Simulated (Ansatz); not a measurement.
From O to Se: the dipole moment

All atoms of one element are swapped for its congeners: SiH(OH)3; SiH(SH)3; SiH(SeH)3. All are singlets with charge 0.

Shapes, held fixed at every level: PBE0-D4/def2-TZVP. Flexible molecules stand in one conformer, not always the lowest. Programs: Ansatz 0.2.0. Values in D.

```
               level  SiH(OH)3  SiH(SH)3  SiH(SeH)3
   PBE-D4/def2-TZVPP      1.57      1.92       0.69
r2SCAN-D4/def2-TZVPP      1.61      2.04       0.77
 B3LYP-D4/def2-TZVPP      1.59      1.98       0.73
  wB97M-V/def2-TZVPP      1.61      1.99       0.78
```

At wB97M-V/def2-TZVPP the dipole moment isn't monotonic: it is largest for S and smallest for Se (1.99 and 0.78 D). Every level shows the same order. Relativity is left out for Se unless named. Magnitudes only: a dipole under 1 D may point either way.
